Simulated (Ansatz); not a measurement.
Ideal-gas functions of F$_{2}$Sb, SMILES `[F][Sb][F]` radical at 400 K and 1 bar, from an Ansatz frequency run at PBE0-D4/def2-TZVP.

Molar mass 159.76 g/mol, point group C2v (symmetry number 2), electronic degeneracy 2, moments of inertia 47.977, 74.791, 122.769 u Å². Harmonic wavenumbers (cm⁻¹, unscaled): 206, 622, 641.

Use S(trans) = R[1.5 ln M + 2.5 ln T − 1.1517]; rotational temperatures θ = 24.2544 K / I; S(rot) = R[ln(√π/σ · √(T³/θAθBθC)) + 1.5]; for each mode x = 1.438777 ν̃/T, S = R[x/(eˣ − 1) − ln(1 − e⁻ˣ)] and H = RT x/(eˣ − 1); 1 cm⁻¹ = 0.0119627 kJ/mol; R = 8.31446 J/(mol·K).

By hand: the entropy, in J/(mol·K).

Translation 178.2. Rotation: θ = 0.5055, 0.3243, 0.1976 K, giving 100.4. Vibration, mode by mode: 10.99, 3.16, 3.00, in all 17.2. Electronic 5.8. Sum 301.6 J/(mol·K).

By hand: H − E and G − E in kJ/mol, counted from the electronic energy.

Zero-point energy ½ × 1469 × 0.0119627 = 8.8; thermal vibration 4.0; translation, rotation and pV give 4 RT = 13.3. H − E = 26.1 kJ/mol, and G − E = 26.1 − 400 × 301.6/1000 = -94.5 kJ/mol.

Vibration gives 6 % of the entropy.
